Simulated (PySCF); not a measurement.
## Telling isomers of C$_{4}$H$_{9}$BN$_{2}$ apart by NMR

[PySCF 2.14: coordinates at the PBE0-D3(BJ)/def2-SVP level; B3LYP/pcJ-1 coupling constants (spin–dipole term left out of most H,H and C,H couplings); PBE0/pcSseg-1 with gauge-including orbitals; one conformer; no solvent model; fast rotation and ring inversion assumed for equivalent nuclei; relativity neglected]

Chemical shifts δ = σref − σ; ¹H (σref 31.27) and ¹³C (σref 184.41) vs TMS, all at this level. Multiplet labels drop J under 1 Hz and among equivalent protons, and merge close values. Unscaled 3J(H,H) run several per cent high. Vicinal couplings that depend on rotamer populations or ring flexing (ring, CH–CH, X–H and H–F types) are those of the one conformer. Couplings to H on boron are left out. Carbons bonded to boron are broad in practice. Shifts are as computed. Against solution values, carbons near 30 ppm lie about +2 ppm off and those near 130 ppm about +5 ppm. Of 1211 compounds with measured shifts, 218 miss one by over three times the rms of a fit or turn the order of signals round; such compounds aren't used in these exercises. OH and NH positions are gas-phase values without hydrogen bonding to other molecules.

(1) Tabulate the signals of `C=C[C@@H]1CNBN1`, `C=CN1BNCC1`, `C=CB1NCCN1` and their relative energies.

(2) What is the quickest way to tell C=C[C@@H]1CNBN1 from C=CB1NCCN1?

(3) What is the quickest way to tell C=C[C@@H]1CNBN1 from C=CN1BNCC1?

(4) What is the quickest way to tell C=CN1BNCC1 from C=CB1NCCN1?

Answers

(1) 
| SMILES | carbon types | δC | δH | E rel. (kcal/mol) |
| --- | --- | --- | --- | --- |
| C=C[C@@H]1CNBN1 | 2×CH 2×CH2 | 153.2, 120.1, 63.2, 53.4 | 5.96 (ddd, 1H), 5.18 (dd, 1H), 5.12 (dd, 1H), 4.20 (br, 1H), 4.00 (ddd, 1H), 3.67 (dd, 1H), 3.10 (dd, 1H), 2.32 (br s, 1H), 2.12 (br s, 1H) | 7.2 |
| C=CN1BNCC1 | 1×CH 3×CH2 | 144.6, 87.7, 47.0, 46.6 | 6.72 (dd, 1H), 4.32 (br, 1H), 3.97 (d, 1H), 3.81 (d, 1H), 3.57 (m, 2H), 3.29 (m, 2H), 2.64 (br s, 1H) | 3.4 |
| C=CB1NCCN1 | 1×CH 3×CH2 | 141.4, 139.0, 47.8 | 6.24 (m, 1H), 6.00 (m, 1H), 5.97 (m, 1H), 3.30 (s, 4H), 2.10 (br s, 2H) | 0.0 |

Energies are electronic energies at PBE0/pcSseg-1 on these geometries, without zero-point or thermal terms, each for the one conformer computed, which needn't be the lowest.

(2) Count the carbon signals: 4 against 3. The first has an allylic sp3 CH bonded to N at 63.2 ppm, the second a terminal =CH2 carbon at 139.0 ppm. Their most deshielded carbons lie at 153.2 and 141.4 ppm.

(3) Both give the same number of carbon signals, but DEPT or the intensities differ. The first has an allylic sp3 CH bonded to N at 63.2 ppm, the second a β carbon of an enol-ether or enamine type C=C (CH2) at 87.7 ppm. Their most deshielded carbons lie at 153.2 and 144.6 ppm. In the proton spectra the most deshielded non-exchanging signals are 5.96 (ddd, J = 18.0, 10.8, 10.0 Hz, 1H) and 6.72 (dd, J = 16.5, 9.8 Hz, 1H).

(4) Count the carbon signals: 4 against 3. The first has a β carbon of an enol-ether or enamine type C=C (CH2) at 87.7 ppm, the second a terminal =CH2 carbon at 139.0 ppm. Their most deshielded carbons lie at 144.6 and 141.4 ppm. In the proton spectra the most deshielded non-exchanging signals are 6.72 (dd, J = 16.5, 9.8 Hz, 1H) and 6.24 (m, 1H).
